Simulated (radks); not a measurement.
Isoelectronic series with 3 electrons, each ion in its NIST ground configuration. All-electron calculation, non-relativistic Kohn-Sham, BLYP, spin-polarised, spherical densities, point nucleus; open shells are filled with parallel spins first. Program: a radial shooting solver on a logarithmic mesh with Libxc functionals. Total energies (hartree) and screening constants sigma, defined by e = -(Z - sigma)^2 / (2 n^2) hartree:

| ion | configuration | E (hartree) | 2s up | 1s down | 1s up |
|---|---|---|---|---|---|
| Li | [He] 2s1 | -7.48267 | 2.056 | 1.050 | 1.046 |
| Be+ | [He] 2s1 | -14.33158 | 1.950 | 1.059 | 1.054 |
| B2+ | [He] 2s1 | -23.43248 | 1.908 | 1.062 | 1.055 |
| C3+ | [He] 2s1 | -34.78354 | 1.886 | 1.063 | 1.056 |
| N4+ | [He] 2s1 | -48.38441 | 1.871 | 1.064 | 1.056 |
| O5+ | [He] 2s1 | -64.23507 | 1.862 | 1.064 | 1.057 |
| F6+ | [He] 2s1 | -82.33552 | 1.855 | 1.065 | 1.057 |
| Ne7+ | [He] 2s1 | -102.68579 | 1.849 | 1.065 | 1.057 |
| Mg9+ | [He] 2s1 | -150.13593 | 1.841 | 1.065 | 1.057 |
| Al10+ | [He] 2s1 | -177.23583 | 1.839 | 1.065 | 1.057 |
| Si11+ | [He] 2s1 | -206.58566 | 1.836 | 1.066 | 1.057 |
